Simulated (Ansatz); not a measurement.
A run for Ansatz (a first-principles code): R-CCSD(T)/aug-cc-pVTZ on HF (SMILES F) with ghost functions.

Ansatz 0.2 input:
```yaml
crystal:
  periodic: [false, false, false]
  atoms:
    - {symbol: F, position_ang: [-0.26855856, 0.38243118, 2.86667188]}
    - {symbol: H, position_ang: [-0.23813521, 0.12511344, 1.95838757]}
basis:
  gaussian:
    orbitals: aug-cc-pVTZ
    ghost_atoms:
      - {symbol: O, position_ang: [-0.08491637, -0.27218581, 0.32202072]}
      - {symbol: H, position_ang: [0.72394729, -0.75194116, 0.11141120]}
      - {symbol: H, position_ang: [-0.11086573, 0.48918785, -0.26825215]}
magnetization: {spin_polarized: false}
correlation: {method: ccsd_t, electrons: outside_noble_gas}
scf: {lower_state_search: off}
```

Output:

```
WARN ansatz: RAYON_NUM_THREADS=1 ignored (pool sized by the plan → 1); use --threads N
Functional definition: HF
these checks for a lower state are left out or cut short: stability, starts, cluster_reference, orbital_swaps, neighbouring_geometries, increment
integrals: 0.43 GiB planned
952 factors; integrals over basis functions are off by at most 1.0e-3 eV
mean field: 0.26 GiB planned
mean field evaluation 1: about -2721.7560 eV, gradient 2.5e1 eV
mean field evaluation 2: about -2721.7560 eV, gradient 2.5e1 eV
mean field evaluation 4: about -2722.7425 eV, gradient 1.2e0 eV
mean field evaluation 8: about -2722.7479 eV, gradient 6.7e-5 eV
mean field -2722.74793865 eV, -100.0591412004 hartree, gradient 2.2e-6 eV, S^2 0.000000; 0 other end points of the search recorded, 0 dependent functions left out
1 core orbitals not correlated
reference -2722.74793865 eV, -100.0591412004 hartree; 4, 4 occupied and 156, 156 virtual orbitals, 952 factors
second order -7.66313902 eV of doubles, -0.00000000 eV of singles
coupled cluster: 1.16 GiB planned
cycle   1  -7.53353095 eV  change    1.3e-1 eV  update   4.8e-2
cycle   2  -7.66235341 eV  change   -1.3e-1 eV  update   1.3e-2
cycle   3  -7.69477668 eV  change   -3.2e-2 eV  update   5.8e-3
cycle   4  -7.68959794 eV  change    5.2e-3 eV  update   9.8e-4
cycle   5  -7.68918766 eV  change    4.1e-4 eV  update   3.3e-4
cycle   6  -7.68932870 eV  change   -1.4e-4 eV  update   8.9e-5
cycle   7  -7.68931040 eV  change    1.8e-5 eV  update   2.8e-5
cycle   8  -7.68929766 eV  change    1.3e-5 eV  update   8.5e-6
cycle   9  -7.68929573 eV  change    1.9e-6 eV  update   2.3e-6
perturbative correction -0.20975095 eV, -0.0077082051 hartree
Total energy: -2730.64698532 eV, -100.3494258115 hartree
Checks for a lower state left out: stability, starts, cluster_reference, orbital_swaps, neighbouring_geometries, increment
```

Self-consistency was reached.

Cost: roughly 18 core-seconds.
